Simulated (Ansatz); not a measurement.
GaP2⁻. Charge -1, multiplicity 3. Geometry r2SCAN-D4/def2-TZVPD; atoms count from 1.

```csv
atom,x (Å),y (Å),z (Å)
Ga1,1.205,0.862,-0.228
P2,-0.976,0.268,0.785
P3,-0.229,-1.130,-0.557
```

The highest occupied level of the charge -1 triplet lies above zero (up to 0.25 eV). It is a level of α spin, whose loss leaves a doublet; that state wasn't run at this geometry and level. The electron is either unbound and held by the finite basis, or the level is raised by self-interaction error. At PBE0-D4/def2-TZVPD a singlet of charge -1 lies 0.49 eV below the triplet, each at its own geometry. The structure comes from a short search, and lower isomers may exist.

(1) Estimate the Mulliken populations from the PBE0/def2-TZVPD orbitals of Ansatz.

(2) Where does the spin sit?

(3) And the Mayer bond orders between bonded heavy atoms (over 0.3)?

## Answers

(1) 
| atom | charge (e) | spin (α − β) |
| --- | --- | --- |
| Ga1 | -0.20 | 0.26 |
| P2 | -0.40 | 0.87 |
| P3 | -0.40 | 0.87 |
Mulliken values and Mayer orders depend strongly on the basis. With diffuse functions, as here, like atoms can get unlike values, and bond orders can come out too low or too high.

(2) Summed by element: Ga 0.26, P 1.74, of 2 unpaired in all. Largest on single atoms: P2 0.87, P3 0.87, Ga1 0.26.

(3) Ga1–P2 0.91 (2.48 Å); Ga1–P3 0.91 (2.48 Å); P2–P3 1.69 (2.08 Å).
